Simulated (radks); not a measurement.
The mean radii <r> (bohr) of the occupied orbitals of an atom or ion are listed with their occupations. Method: non-relativistic Kohn-Sham, BLYP, spin-unpolarised, spherical densities, point nucleus; computed with a radial shooting solver on a logarithmic mesh with Libxc functionals.

| orbital | occ. | <r> |
|---|---|---|
| 1s | 2 | 0.1309 |
| 2s | 2 | 0.6985 |
| 2p | 6 | 0.6871 |
| 3p | 1 | 3.405 |

Name the element and its charge.

Answer. Z = 12, magnesium, charge +1: Mg+ in [Ne] 3p1. The 1s radius gives Z: for a bare nucleus <r> = 1.5/Z, 0.125 bohr for Z = 12, and screening makes it slightly larger (0.1309 here). The occupations add up to 11, and the charge is Z minus that.
